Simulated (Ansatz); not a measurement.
`C=C[SiH2]BC` + `CB[SiH2]S` → `CB[SiH2]BC` + `C=C[SiH2]S`  (redistribution)

Calculated with Ansatz (gas phase, PBE0-D4/def2-TZVP geometries, no zero-point term in ΔE). CBS: MP2 limit from def2 TZ/QZ plus the TZ coupled-cluster correction, frozen cores. Functionals use def2-TZVPP. B3LYP here is the variant with VWN-RPA as its local correlation; programs differ in this. One conformer a species, not always the lowest.

`C=C[SiH2]BC`:

```xyz
14

C     2.404    0.109   -1.018
C     1.083    0.213   -1.142
Si   -0.119   -1.092   -0.565
B    -1.409   -0.468    0.857
C    -1.567    1.007    1.309
H     2.868   -0.773   -0.585
H     3.081    0.895   -1.343
H     0.687    1.126   -1.587
H    -0.963   -1.536   -1.720
H     0.670   -2.274   -0.109
H    -2.065   -1.307    1.413
H    -0.911    1.058    2.198
H    -2.563    1.272    1.671
H    -1.197    1.769    0.620
```

`CB[SiH2]S`:

Cartesian coordinates in Å:
```
C 0.863 1.585 -0.047
B 0.586 0.285 -0.840
Si -0.591 -1.215 -0.183
S -1.403 -0.663 1.728
H 1.111 2.451 -0.665
H 1.790 1.343 0.506
H 0.124 1.855 0.709
H 1.145 0.106 -1.887
H 0.180 -2.487 -0.068
H -1.691 -1.470 -1.159
H -2.113 -1.789 1.907
```

`CB[SiH2]BC`:

Z-matrix (Å, degrees):
```
C
B 1 1.552
H 1 1.091 2 116.2
H 1 1.104 2 103.9 3 116.6
H 1 1.094 2 113.9 3 -129.7
Si 2 2.017 1 123.4 3 -14.9
H 2 1.201 1 118.5 3 164.5
B 6 2.017 2 102.0 1 94.9
H 6 1.494 2 111.3 1 -24.4
H 6 1.494 2 111.6 1 -146.2
C 8 1.552 6 123.3 2 94.3
H 8 1.201 6 118.2 2 -85.2
H 11 1.091 8 116.2 6 -15.3
H 11 1.104 8 103.8 6 101.2
H 11 1.094 8 114.0 6 -145.1
```

`C=C[SiH2]S`:

Z-matrix (Å, degrees):
```
Si
C 1 1.854
S 1 2.141 2 112.0
H 1 1.487 2 107.7 3 -123.2
H 1 1.485 2 112.2 3 115.4
C 2 1.331 1 122.0 3 120.2
H 2 1.088 1 119.2 3 -58.7
H 3 1.344 1 94.5 2 -57.1
H 6 1.087 2 121.6 1 0.6
H 6 1.086 2 122.3 1 -179.5
```

| level | ΔE (kJ/mol) | difference from CCSD(T)/CBS |
| --- | --- | --- |
| PBE0-D4 | -12.7 | -1.0 |
| B3LYP-D4 | -11.4 | 0.3 |
| ωB97M-V | -11.2 | 0.5 |
| r2SCAN | -15.3 | -3.6 |
| B3LYP | -12.6 | -0.9 |
| MP2/def2-TZVPP | -12.7 | -1.0 |
| CCSD/def2-TZVPP | -10.6 | 1.1 |
| SCS-MP2/def2-QZVPP | -10.7 | 1.0 |
| MP2/CBS(def2) | -12.3 | -0.6 |
| CCSD/CBS(def2) | -10.2 | 1.5 |
| CCSD(T)/CBS | -11.7 | 0 |

Largest T1 diagnostic among the species: 0.013.

In def2-TZVPP, CCSD(T) changes the Hartree–Fock value by −5.3 kJ/mol (the triples alone add −1.5 kJ/mol) and MP2 by −5.9 kJ/mol.

CCSD(T)/CBS has its own doubt, a few kJ/mol and more with outer-core shells, so smaller differences from it don't rank the levels.
